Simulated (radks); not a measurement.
Values are calculated unless marked as measured or tabulated.
The table gives one normalised radial function P(r) = r R(r) of Si+ in [Ne] 3s2 3p1 (r in bohr). Level of theory: non-relativistic Kohn-Sham, RPBE, spin-polarised, spherical densities, point nucleus; open shells are filled with parallel spins first (a radial shooting solver on a logarithmic mesh with Libxc functionals).

r,P
0.004593,0.0343
0.005179,0.0384
0.005886,0.0432
0.006637,0.0481
0.007543,0.0540
0.008505,0.0601
0.009589,0.0667
0.0109,0.0744
0.01229,0.0822
0.01397,0.0911
0.01575,0.1001
0.0179,0.1102
0.02018,0.1201
0.02275,0.1302
0.02586,0.1412
0.02916,0.1513
0.03314,0.1616
0.03736,0.1704
0.04246,0.1782
0.04788,0.1836
0.05398,0.1863
0.06135,0.1855
0.06917,0.1805
0.07862,0.1695
0.08864,0.1531
0.1007,0.1283
0.1136,0.0976
0.1281,0.0596
0.1456,0.0111
0.1641,-0.0408
0.1865,-0.1013
0.2103,-0.1604
0.239,-0.2224
0.2695,-0.2752
0.3039,-0.3182
0.3454,-0.3478
0.3894,-0.3554
0.4426,-0.3373
0.499,-0.2930
0.5672,-0.2159
0.6395,-0.1172
0.721,0.0031
0.8195,0.1478
0.9239,0.2899
1.05,0.4372
1.184,0.5606
1.346,0.6664
1.517,0.7333
1.711,0.7621
1.944,0.7473
2.192,0.6931
2.491,0.6011
2.809,0.4959
3.193,0.3797
3.6,0.2786
4.059,0.1914
4.613,0.1174
5.201,0.0677
5.911,0.0339
6.665,0.0159
7.575,0.0062
8.541,0.0023

Which n and l does it have? It may be an empty orbital.

Answer. n = 3, l = 0: the number of nodes gives n - l - 1 = 2, the rise at small r (about r^(l+1)) gives l, and the extent must fit the shell. The curve is that of 3s down; the table hardly tells the two spins apart. 3s down: eigenvalue -18.278 eV, 2 radial nodes at r = 0.150, 0.719 bohr, <r> = 2.07 bohr, 90 % of the charge inside 3.12 bohr.
